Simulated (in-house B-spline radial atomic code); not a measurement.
A fraction x of an electron is removed from 2p in Ne, starting from [He] 2s2 2p6 and keeping the highest spin. Method: scalar-relativistic (X2C) TPSSh, spin-polarised, spherical fractional occupations, Fermi nucleus of rms radius 3.0055 fm. Calculated with a B-spline radial code for spherical atoms.

Caution: exact exchange at fractional occupations of open shells leaves self-interaction of up to several eV.

```csv
x,E(x) - E(0) (eV),2p down level (eV)
0,0.0000,-14.530
0.11,1.6927,-16.254
0.24,3.9411,-18.346
0.35,6.0587,-20.161
0.43,7.7252,-21.506
0.5,9.2723,-22.699
0.6,11.6285,-24.430
0.66,13.1258,-25.483
0.87,18.8706,-29.250
0.94,20.9630,-30.533
1,22.8282,-31.644
```

The exact functional would give a straight line between the two integer points. Deviations E(x) - E(0) - x[E(1) - E(0)], in eV: -0.818 at x = 0.11, -1.538 at x = 0.24, -1.931 at x = 0.35, -2.091 at x = 0.43, -2.142 at x = 0.5, -2.068 at x = 0.6, -1.941 at x = 0.66, -0.99 at x = 0.87, -0.496 at x = 0.94.

The curve lies below the straight line by up to 2.142 eV (at x = 0.5): convex, the delocalisation error, to which spherically averaged exact exchange adds.

(1) How well does Slater's transition state (minus the level at half occupation) give the ionisation energy?

## Answers

(1) It gives 22.699 eV against 22.828 eV from the two total energies; NIST lists 21.56 eV, ground level to ground level. The end point has an open shell averaged over its orbitals, so its exact exchange keeps a self-interaction and this is no true integer point.
